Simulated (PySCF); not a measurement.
# Bond length, frequency and bond energy of FeSe by level of theory

State: ⁵Δ (quintet), unpaired electrons σ ↑, π ↑↑, δ ↑. Set-up: basis Fe def2-TZVPP, Se def2-TZVPP; no relativity; PySCF 2.14. De refers to Fe (3d6 4s2) + Se in their high-spin ground configurations, without counterpoise correction. The functionals are run spin-unrestricted. A positive dipole means Fe(−)Se(+).

```
       Level  Re (Å)  ωe (cm⁻¹)  De (eV)  μ (D)
        ROHF   2.279        340      n/a  -9.00
    ROHF-MP2   2.169        361      n/a    n/a
ROHF-SCS-MP2   2.192        351      n/a    n/a
         PBE   2.147        375      n/a  -4.54
      r²SCAN   2.138        386      n/a  -5.17
       M06-L   2.161        375      n/a  -5.07
     r²SCANh   2.141        388      n/a  -5.57
        PBE0   2.152        385      n/a  -5.81
         M06   2.161        384      n/a  -5.02
      M06-2X   2.216        354      n/a  -6.55
   CAM-B3LYP   2.140        395      n/a  -5.92
```

**Question.** What does a quarter of exact exchange do here, going from PBE to PBE0?

**Answer.** PBE0 less PBE: +0.5 pm in Re, +2.7 % in ωe. Exact exchange removes part of the self-interaction that spreads semilocal densities, and in most molecules shortens and stiffens the bond and lowers De; here Re goes the other way.

**Question.** What does the step from GGA to meta-GGA do here, going from PBE to r²SCAN?

**Answer.** r²SCAN less PBE: -0.9 pm in Re, +2.9 % in ωe. 

Correlated steps freeze 14 core orbitals. De is left out where the level can put another filling of the metal’s s and d shells below the measured ground configuration, by anything from nothing to about 1 eV. Spin–orbit coupling is left out. Counting both spins, an empty level lies below a filled one in some of these solutions, because spin and occupation are held. UHF is strongly spin-contaminated for FeSe, so the ROHF reference used there is far from stable. With d or f electrons several states lie close, and the lowest PBE0 determinant need not be the measured ground state.

The whole job (state search and all levels along the bond) took about 16 min on 2 threads of Arm Neoverse V1 (shared host), peak memory 3 GiB.
